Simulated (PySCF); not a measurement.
How methods differ on the ionisation energy of Bi²⁺

Bi²⁺ [Xe] 4f14 5d10 6s2 6p1 (2P) → Bi³⁺ [Xe] 4f14 5d10 6s2 (1S), as a difference of total energies. Computed with PySCF 2.14 in aug-cc-pwCVTZ-PP with ECP60MDF (8s7p6d4f1g, 96 functions), with a scalar-relativistic core potential. Correlated levels: valence: 5s2 5p6 5d10 frozen; valence and next inner shell: nothing frozen outside the core potential. The calculations carry no spin-orbit coupling.

```csv
method,ionisation energy (eV),difference from reference (eV)
UHF,23.059,-2.512
LDA,23.890,-1.681
PBE,23.644,-1.927
PBE0,23.672,-1.899
r2SCAN,23.743,-1.828
PBEsol,23.673,-1.898
wB97X-V,23.552,-2.019
B97-3,23.466,-2.105
M06-2X,23.680,-1.891
MP2 (valence),23.270,-2.301
SCS-MP2 (valence),23.260,-2.311
MP2 (valence and next inner shell),23.578,-1.993
SCS-MP2 (valence and next inner shell),23.474,-2.097
```

Reference: 25.571 eV (measured; NIST Atomic Spectra Database, ionization energies).

The reference lies between the lowest fine-structure levels, while these numbers refer to the centres of the terms.

Errors of the correlated levels include the incompleteness of this basis and the frozen core.
